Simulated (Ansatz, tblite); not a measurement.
Cost and result up the ladder for (KH)4 ring (K4H4) (8 atoms). Charge 0, multiplicity 1. Geometry: PBE-D4/def2-SVP.

```xyz
8

K     2.303    2.254    0.132
H     0.270    2.844    1.374
K    -1.916    1.829    1.841
H    -2.955   -0.298    1.197
K    -2.303   -2.254   -0.132
H    -0.270   -2.844   -1.374
K     1.916   -1.829   -1.841
H     2.955    0.298   -1.197
```

Ansatz on 4 threads of Arm Neoverse V2 on a shared host; xTB runs through tblite on one thread. Times are rough, summed over both states, and most runs start from the orbitals of an earlier one. PBE0-D4/def2-TZVP serves as the yardstick here, not as an exact answer. The other state is a doublet.

The xTB rows come from tblite.

Raw xTB energies of ions are shifted by several eV.

```json
{"level": "GFN2-xTB", "functions": "20", "wall time": "0.005 s", "vertical IE (eV)": "10.23", "difference from PBE0-D4/def2-TZVP (eV)": "4.33"}
{"level": "GFN1-xTB", "functions": "24", "wall time": "0.015 s", "vertical IE (eV)": "14.14", "difference from PBE0-D4/def2-TZVP (eV)": "8.24"}
{"level": "PBE-D4/def2-TZVP", "functions": "156", "wall time": "5.9 s", "vertical IE (eV)": "5.45", "difference from PBE0-D4/def2-TZVP (eV)": "-0.44"}
{"level": "PBE0-D4/def2-TZVP", "functions": "156", "wall time": "8.2 s", "vertical IE (eV)": "5.90", "difference from PBE0-D4/def2-TZVP (eV)": "0.00"}
{"level": "r2SCAN-D4/def2-TZVP", "functions": "156", "wall time": "15 s", "vertical IE (eV)": "5.47", "difference from PBE0-D4/def2-TZVP (eV)": "-0.42"}
```
